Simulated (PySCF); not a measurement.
C6H9NOSi.
Atom-mapped SMILES: `[CH2:1]=[N:2][c:3]1[cH:4][cH:5][c:6]([SiH2:7][CH3:8])[o:9]1`

Geometry (GFN2-xTB, Å), atoms numbered from 1 in this order:
```xyz
18
C6H9NOSi angstrom
C      3.8011    0.5158   -0.2658
N      3.1733   -0.5823   -0.2076
C      1.8215   -0.6636   -0.2327
C      1.0611   -1.8100   -0.1637
C     -0.2776   -1.3932   -0.2188
C     -0.2710   -0.0223   -0.3196
Si    -1.6297    1.2676   -0.4421
C     -3.2942    0.3699   -0.3114
O      1.0033    0.4215   -0.3279
H      3.3342    1.4984   -0.3419
H      4.8790    0.4721   -0.2370
H      1.4419   -2.8069   -0.0842
H     -1.1482   -2.0167   -0.1893
H     -1.5138    1.9648   -1.7298
H     -1.4627    2.2326    0.6520
H     -3.3749   -0.1931    0.6140
H     -3.4350   -0.3253   -1.1339
H     -4.1171    1.0770   -0.3370
```

Definitions: NICS(0) = −σiso at the ring centroid; NICS(1) = −σiso and NICS(1)zz = −σzz at ±1 Å along the ring normal z. Level: GIAO PBE0/pcSseg-1 (PySCF, non-relativistic, gas phase) on the GFN2-xTB geometry, one conformer.

Ring bond lengths (Å), with Mayer bond orders in brackets: C3–C4 1.377 (1.48), C4–C5 1.403 (1.29), C5–C6 1.375 (1.52), C6–O9 1.349 (1.02), O9–C3 1.362 (1.03).

Q: Give the NICS values of each ring in ppm.

A: 
```csv
ring,type,NICS(0),"NICS(1), two faces","NICS(1)zz, two faces",rms pucker (Å),"centre to ring atoms, mean (Å)"
C3–C4–C5–C6–O9,5-membered ring with O; formal bonds all aromatic,-9.6,-9.2 / -9.3,-22.9 / -22.9,0.00,1.17
```

Q: What can be read from them?

A: 
- C3–C4–C5–C6–O9: mean NICS(1)zz -22.9 ppm, shielded, aromatic by this magnetic criterion (flat ring, no four-coordinate atom).

Q: And the bond-length index? HOMA = 1 − mean of α(R − Ropt)² over the ring bonds, with Krygowski's 1993 parameters (CC: Ropt 1.388 Å, α 257.7 Å⁻²; CO: Ropt 1.265 Å, α 157.38 Å⁻²).

A: 
- C3–C4–C5–C6–O9: HOMA 0.45; the largest term is that of O9–C3, α(R − Ropt)² = 1.49.

Hardware: an Arm Neoverse N1 with one thread, no GPU, shared host with 64 logical CPUs at a one-minute load of 55. Cost: 86 s of wall time (with the writing of density and orbital grids), 0.92 GiB resident at most. This is the whole shielding run at PBE0/pcSseg-1, SCF included.
